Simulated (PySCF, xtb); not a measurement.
H11NSi4, SMILES [SiH3][Si](N)([SiH3])[SiH3]. Other conformers were not sampled.

Harmonic wavenumbers (cm⁻¹) from xtb with GFN2-xTB at its own minimum, in rising order: 36, 38, 45, 84, 86, 114, 162, 164, 215, 326, 374, 381, 389, 395, 401, 442, 480, 495, 525, 758, 759, 800, 804, 812, 818, 819, 821, 829, 829, 851, 1545, 2188, 2196, 2203, 2203, 2213, 2221, 2228, 2234, 2238, 3464, 3494.

Problem. What does r2SCAN-D4/def2-SVP run with PySCF give at its own minimum? (An estimate is asked for; the answer gives what the named calculation found.)

Solution. 81, 85, 93, 96, 111, 112, 149, 154, 218, 329, 404, 419, 440, 445, 507, 508, 542, 552, 559, 813, 830, 842, 861, 885, 924, 930, 931, 932, 934, 940, 1549, 2191, 2198, 2201, 2201, 2205, 2211, 2214, 2217, 2220, 3544, 3641. Paired by order, the mean absolute difference is 46 cm⁻¹ and the zero-point energies are 60.7 and 63.2 kcal/mol.
